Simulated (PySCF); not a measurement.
SMILES C[CH2][Ge]([CH3])([CH3])[Cl] (GFN2-xTB optimised geometry):

```
17

C     -2.133    -1.158    -1.692
C     -0.612    -1.138    -1.667
Ge     0.144    -0.301     0.000
C      2.141    -0.301     0.000
C     -0.596    -1.094     1.675
Cl    -0.457     1.749     0.000
H     -2.497    -1.588    -2.624
H     -2.527    -0.147    -1.604
H     -2.524    -1.749    -0.866
H     -0.235    -0.581    -2.526
H     -0.224    -2.154    -1.747
H      2.524    -1.316     0.030
H      2.514     0.236     0.867
H      2.521     0.186    -0.893
H     -1.670    -0.938     1.727
H     -0.397    -2.160     1.714
H     -0.141    -0.624     2.542
```

Method: PBE0/def2-SVP (PySCF).

Problem. What are the frontier orbital energies and the dipole moment?

Solution. HOMO-2 -8.96 eV, HOMO-1 -7.96 eV, HOMO -7.72 eV, LUMO 1.35 eV, LUMO+1 1.42 eV; dipole moment 2.36 D.

On the same geometry PBE/def2-SVP (PySCF) gives HOMO-2 -7.49 eV, HOMO-1 -6.60 eV, HOMO -6.42 eV, LUMO 0.41 eV, LUMO+1 0.56 eV; dipole moment 2.23 D.

Meta-Löwdin charges at PBE0/def2-SVP: C1 -0.29, C2 -0.36, Ge3 0.79, C4 -0.51, C5 -0.51, Cl6 -0.32, H7 0.10, H8 0.10, H9 0.09, H10 0.11, H11 0.10, H12 0.11, H13 0.12, H14 0.12, H15 0.12, H16 0.11, H17 0.12.
